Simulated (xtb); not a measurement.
C3H7NSi, SMILES [SiH2]1C(=NC1)C. All values are semi-empirical tight-binding results from xtb (GFN2-xTB unless named), good for trends rather than for accurate numbers. Coordinates come from a GFN2-xTB optimisation. This is a generated structure with no PubChem entry under its InChIKey; it may be hypothetical.

| Item | Value |
|---|---|
| point group as xtb finds it | Cs |
| orbital gap | 2.84 eV |
| dipole moment | 2.85 D |
| zero-point energy | 56.2 kcal/mol |
| G − E(el) at 298.15 K (modified RRHO) | 37.6 kcal/mol |
| static polarisability (D4 model) | 68.2 bohr³ |
| solvation energy, GFN2-xTB/ALPB(water) | -2.6 kcal/mol |
| solvation energy, GFN2-xTB/ALPB(toluene) | -3.7 kcal/mol |
